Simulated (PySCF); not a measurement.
## Relaxation of singlet Nb₃N

Method: B3LYP/[N def2-SVP, Nb def2-SVP with ECP28], scalar-relativistic core potentials, density fitting, no spin–orbit coupling, PySCF. A (50,194) grid was used.

A hand-made trigonal pyramidal start, of C3v symmetry, held to at least that symmetry:

```xyz
4
charge 0 multiplicity 1, angstrom
N     0.0000    0.0000   -0.9744
Nb    1.9248    0.0000    0.0490
Nb   -0.9624    1.6669    0.0490
Nb   -0.9624   -1.6669    0.0490
```

Optimiser trace:
| step | E − E(last) (kJ/mol) | largest gradient (Eh/bohr) |
| --- | --- | --- |
| 0 | 554.54 | 0.10016 |
| 1 | 396.65 | 0.08465 |
| 2 | 255.80 | 0.12030 |
| 3 | 145.77 | 0.09199 |
| 4 | 31.15 | 0.05470 |
| 5 | 23.94 | 0.04853 |
| 6 | 13.47 | 0.03872 |
| 7 | 2.72 | 0.02247 |
| 8 | 0.09 | 0.00260 |
| 9 | 0.00 | 0.00014 |
| 10 | 0.00 | 0.00001 |

It ends at C3v with Nb–Nb 2.475 Å (×3), N–Nb 1.998 Å (×3); Nb–Nb–Nb 60.0° (×3), Nb–N–Nb 76.5° (×3), N–Nb–Nb 51.7° (×6). A frequency run shows 2 imaginary modes (one degenerate set), down to 379i cm⁻¹, so it is a higher-order saddle point.

Stability towards spin polarisation was not tested.
